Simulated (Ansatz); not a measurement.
One change: `[CH2]1O[SiH2][AlH]1` becomes `B1CO[SiH2]1`.

Ansatz, PBE0-D4/def2-TZVP geometries, multiplicity 1. 

```csv
property,`[CH2]1O[SiH2][AlH]1`
size of the dipole moment (B3LYP/def2-TZVPP) / D,2.00
LUMO energy (PBE/def2-TZVPP) / eV,-2.74
zero-point energy (PBE0-D4/def2-TZVP) / kJ/mol,142.3
HOMO energy (PBE/def2-TZVPP) / eV,-5.92
LUMO energy (PBE0/def2-TZVPP) / eV,-1.99
HOMO–LUMO gap (PBE0/def2-TZVPP) / eV,4.97
```

(1) Give the same properties after the change, and the shifts. (Estimate.)

Results:

(1) Computed: 
| property | `B1CO[SiH2]1` | shift |
| --- | --- | --- |
| size of the dipole moment (B3LYP/def2-TZVPP) / D | 1.59 | -0.41 |
| LUMO energy (PBE/def2-TZVPP) / eV | -3.29 | -0.55 |
| zero-point energy (PBE0-D4/def2-TZVP) / kJ/mol | 156.0 | 13.7 |
| HOMO energy (PBE/def2-TZVPP) / eV | -6.48 | -0.56 |
| LUMO energy (PBE0/def2-TZVPP) / eV | -2.29 | -0.30 |
| HOMO–LUMO gap (PBE0/def2-TZVPP) / eV | 5.37 | 0.40 |

With PBE0 the HOMO falls by 0.71 eV and the LUMO falls by 0.30 eV, so the gap widens by about 0.41 eV. PBE moves the HOMO by -0.56 eV and ωB97M-V by -0.87 eV. Dipoles are sizes alone; their direction can turn.

B3LYP here is the variant with VWN-RPA as its local correlation; programs differ in this.
